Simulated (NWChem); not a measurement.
System: MgSiH4Se; SMILES [SiH3][Mg][SeH]

```xyz
7

Mg    -0.2311    -0.2677    -0.0087
Se    -0.0545     2.1669    -0.0088
H      1.4158     2.0521     0.0056
Si    -0.4432    -2.8337    -0.0088
H     -1.1986    -3.3481    -1.2003
H     -1.1611    -3.3517     1.2041
H      0.8947    -3.5158    -0.0306
```
Atoms are numbered in this order, from 1.

Computed with NWChem. Geometry: optimised at PBE0/def2-SVP. Vzz is the largest principal value of the second derivative of the potential at the nucleus (NWChem prints the opposite sign); η is the asymmetry. Non-relativistic.

| level | Vzz Mg1 (a.u.) | η Mg1 | Vzz Se2 (a.u.) | η Se2 |
|---|---|---|---|---|
| PBE/cc-pVTZ | ___ | 0.15 | ___ | 0.71 |
| PBE/def2-SVP | -0.746 | 0.15 | 3.816 | 0.68 |
| CAM-B3LYP/def2-SVP | -0.821 | 0.12 | 4.084 | 0.63 |
| CAM-B3LYP/def2-TZVP | -0.907 | 0.12 | 3.868 | 0.66 |

**Question.** What belongs in the gaps?

**Answer.** 
- PBE/cc-pVTZ, Vzz Mg1 (a.u.): -0.688
- PBE/cc-pVTZ, Vzz Se2 (a.u.): 3.503
